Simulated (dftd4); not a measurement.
BiI₃, triplet, at a GFN2-xTB geometry (such geometries of metal compounds can be far from the true shape) (a higher spin typed on purpose: for a closed-shell molecule this is an excited state); D4 for tpssh (dftd4).

dftd4 was given this input:
```
$ dftd4 mol.xyz --func tpssh --charge 0 --json dftd4.json --noedisp --grad

# file mol.xyz
4

Bi    -0.19221900    -0.15333299    -0.01028998
I      0.91037393    -2.89185738     0.04799698
I      2.00172748     1.59677686     0.10715770
I     -2.61107920     1.53520576    -0.13904017
```

**Question.** Write the output that dftd4 gives for this input, abridged.

**Answer.** 
```
                    ____  _____ _____     ____  _  _
      -------------|  _ \|  ___|_   _|---|  _ \| || |------------
     |             | | | | |_    | | ___ | | | | || |_           |
     |             | |_| |  _|   | ||___|| |_| |__   _|          |
     |             |____/|_|     |_|     |____/   |_|            |
     |             ===================================           |
     |            E. Caldeweyher, S. Ehlert & S. Grimme          |
     |          Mulliken Center for Theoretical Chemistry        |
     |                    University of Bonn                     |
      -----------------------------------------------------------

Rational (Becke-Johnson) damping: tpssh-D4-ATM
---------------------
  s6         1.0000
  s8         1.8590
  s9         1.0000
  a1         0.4429
  a2         4.6023
 alp        16.0000
--------------------

Dispersion energy:      -9.9634871934124E-03 Eh

Gradient norm:           1.4459811296051E-03 Eh/a0
--------------------------------------------------
     #    Z           dE/dx      dE/dy      dE/dz
--------------------------------------------------
     1   83 Bi   -1.586E-05 -1.265E-05 -8.491E-07
     2   53 I     6.710E-05 -7.944E-04  3.419E-06
     3   53 I     7.070E-04  5.639E-04  3.785E-05
     4   53 I    -7.582E-04  2.431E-04 -4.042E-05
--------------------------------------------------

Virial:
--------------------------------------------------
      component           x          y          z
--------------------------------------------------
          x       6.537E-03 -4.285E-04  3.488E-04
          y      -4.285E-04  6.752E-03 -2.149E-05
          z       3.488E-04 -2.149E-05  1.861E-05
--------------------------------------------------

[Info] Dispersion results written to 'dftd4.txt'
[Info] JSON dump of results written to 'dftd4.json'
```
